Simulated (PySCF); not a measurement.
Vertical excitations of a molecule C4H9O, multiplicity 2 from TDA-ωB97X/def2-SVPD (PySCF 2.14.0), as energy in eV (oscillator strength): 5.04 (0.013), 5.92 (0.008), 6.10 (0.005), 6.29 (0.032), 6.57 (0.030), 6.74 (0.000), 6.85 (0.087), 7.33 (0.002), 7.47 (0.004), 7.67 (0.009). Geometry: B3LYP-D3(BJ)/def2-SVP. The values are those of a single conformer.

Question: Which structure fits?
A. [CH2]COCC
B. CCC[CH]O
C. CC(C)(C)[O]
D. C[CH]OCC

Answer: D, C[CH]OCC
